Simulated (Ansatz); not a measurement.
One elementary step

Start structure (MgN$_{2}$H$_{7}$Cl, closed shell), relaxed at PBE0-D4/def2-TZVP:

```
11
angstrom
Mg -0.7360 -1.6644 -0.4979
H -0.3838 -0.7961 -1.9522
Cl -1.5575 -3.5653 0.3291
H 0.2021 0.4219 0.8108
N -0.1739 -0.4654 1.1851
H 0.4339 1.0606 -1.3507
N 0.7236 1.6955 -0.6065
H -0.9519 -0.2569 1.8022
H 0.5347 -0.9015 1.7658
H 0.2074 2.5588 -0.7277
H 1.7015 1.9128 -0.7582
```

The step: MgNH₄Cl ([NH3][MgH][Cl]) + NH₃ → MgN₂H₅Cl ([NH2][Mg]([NH3])[Cl]) + H₂; bonds formed: Mg1–N7, H2–H6, H4–N7; dative contacts that become bonds: Mg1–N5; bonds broken: Mg1–H2, H4–N5, H6–N7. Computed with Ansatz 0.2.0 (basis: def2-TZVPP and def2-QZVPP); correlated methods freeze the cores. The outer core shell of Li, Na, Mg and K is correlated. The def2 sets are not built for correlating such inner shells, so the correlated values are less sure here. Extrapolation: Hartree–Fock as exp(−7.88 √X), correlation as X^−2.97. Energies below are by CCSD(T) at an estimated basis limit (MP2 extrapolated from triple and quadruple zeta, plus CCSD(T) − MP2 in triple zeta).

Problem. What are the electronic barrier and the energy of the step, from the start structure to the end structure? (To be estimated.)

Solution. Computed: Barrier 27.48 kcal/mol; step energy -3.91 kcal/mol (downhill); reverse barrier, their difference, 31.39 kcal/mol. Barrier and step energy count from the start structure, the reverse barrier from the end structure.

The saddle point: One imaginary mode of 785i cm⁻¹.
```csv
pair,start (Å),saddle (Å),end (Å)
Mg1–N5,2.14,1.99,1.90
Mg1–N7,3.66,3.25,2.16
H2–H6,2.12,1.02,0.75
H4–N7,1.98,1.07,1.01
Mg1–H2,1.73,1.87,2.47
H4–N5,1.03,1.75,3.55
H6–N7,1.02,1.32,3.28
```

Zero-point energy (harmonic, PBE0-D4): ZPE is 51.73 kcal/mol at the start and 48.35 kcal/mol at the saddle, so the barrier goes from 27.48 to 24.10 kcal/mol.

T1 diagnostic: at most 0.009.

Labels in which every atom is bracketed show which atoms are joined, not bond orders.

For scale, one of the runs: CCSD(T)/def2-TZVPP, 234 basis functions, launched by `ansatz run in.yaml --threads 4 --pin off --events-out ev --progress --plain --max-ram 9574MiB`. Hardware: 4 CPU threads of an Intel Xeon Platinum 8488C, shared host. Wall time 110 s; peak host memory 4.6 GiB.
